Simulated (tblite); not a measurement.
Parent: `[CH3:1][P:2]([CH3:3])[CH2:4][CH2:5][C:6]([F:7])([F:8])[F:9]` with C1–P2–C4–C5 177°, P2–C4–C5–C6 177°, C5H10F3P.

Computed geometry: GFN2-xTB, gas phase. One conformer each, not checked by frequencies here.

| coordinate of the parent | value |
| --- | --- |
| C1–P2 | 1.850 Å |
| P2–C3 | 1.852 Å |
| P2–C4 | 1.873 Å |
| C4–C5 | 1.525 Å |
| C5–C6 | 1.514 Å |
| C6–F7 | 1.343 Å |
| C6–F8 | 1.342 Å |
| C6–F9 | 1.344 Å |
| C1–P2–C3 | 98.1° |
| C1–P2–C4 | 96.4° |
| C3–P2–C4 | 98.2° |
| P2–C4–C5 | 111.5° |
| C4–C5–C6 | 110.8° |
| C5–C6–F7 | 112.2° |
| C5–C6–F8 | 112.7° |
| C5–C6–F9 | 112.4° |
| F7–C6–F8 | 106.4° |
| F7–C6–F9 | 106.3° |
| F8–C6–F9 | 106.3° |

Problem. How does the shared frame change in `[CH3:1][PH+:2]([CH3:3])[CH2:4][CH2:5][C:6]([F:7])([F:8])[F:9]` (charge +1) with C1–P2–C4–C5 -178°, P2–C4–C5–C6 -50°, [C5H11F3P]+? Atoms pair as C1 = C1, P2 = P2, C3 = C3, C4 = C4, C5 = C5, C6 = C6, F7 = F8, F8 = F7, F9 = F9 (parent first).

Solution. 
```csv
parent,relative,value in the relative,change
C1–P2,C1–P2,1.803 Å,-0.047
P2–C3,P2–C3,1.802 Å,-0.050
P2–C4,P2–C4,1.830 Å,-0.043
C4–C5,C4–C5,1.529 Å,+0.004
C5–C6,C5–C6,1.518 Å,+0.004
C6–F7,C6–F8,1.317 Å,-0.026
C6–F8,C6–F7,1.338 Å,-0.004
C6–F9,C6–F9,1.362 Å,+0.018
C1–P2–C3,C1–P2–C3,109.6°,+11.5
C1–P2–C4,C1–P2–C4,106.4°,+10.0
C3–P2–C4,C3–P2–C4,113.0°,+14.8
P2–C4–C5,P2–C4–C5,116.1°,+4.6
C4–C5–C6,C4–C5–C6,110.2°,-0.6
C5–C6–F7,C5–C6–F8,113.8°,+1.6
C5–C6–F8,C5–C6–F7,111.9°,-0.8
C5–C6–F9,C5–C6–F9,109.1°,-3.3
F7–C6–F8,F8–C6–F7,108.8°,+2.4
F7–C6–F9,F8–C6–F9,107.6°,+1.3
F8–C6–F9,F7–C6–F9,105.1°,-1.2
```

Of the parent's bonds, P2–C3 changes most (-0.050 Å). Point group C1 → C1.
